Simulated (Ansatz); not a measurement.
Consider the formal hydrolysis of a B–Sb bond: `[BH2][SbH][TeH]` + H₂O → `BO` + `[SbH2][TeH]`.

Gas-phase electronic energies from Ansatz, PBE0-D4/def2-TZVP geometries. CCSD(T)/CBS adds triple-zeta CCSD(T) − MP2 to the extrapolated MP2 energy (def2 sets, frozen cores). This one scheme is used for every species. Functionals use def2-TZVPP. def2 core potentials past Kr. For Sb, Te outer-core shells are correlated without core-valence functions, which leaves a few kJ/mol of doubt a bond.

| level | ΔE (kcal/mol) |
| --- | --- |
| r2SCAN-D4 | -31.9 |
| ωB97M-V | -32.8 |
| PBE-QIDH | -30.5 |
| BLYP | -34.7 |
| BHLYP | -34.4 |
| HF/def2-TZVPP | -34.6 |
| CCSD/def2-TZVPP | -31.2 |
| MP2/CBS(def2) | -27.9 |

(1) What does CCSD(T)/CBS give? (Best estimate.)

Largest T1 diagnostic among the species: 0.014.

Answers

(1) The calculation gave: -29.0 kcal/mol. The listed levels differ from it by -2.9, -3.8, -1.5, -5.7, -5.4, -5.6, -2.2, 1.1 kcal/mol.

At CCSD(T), def2-SVP lies −9.2 kcal/mol from the extrapolated value and def2-TZVPP −1.8 kcal/mol. In def2-TZVPP, CCSD(T) changes the Hartree–Fock value by +3.8 kcal/mol (the triples alone add +0.4 kcal/mol) and MP2 by +5.0 kcal/mol.
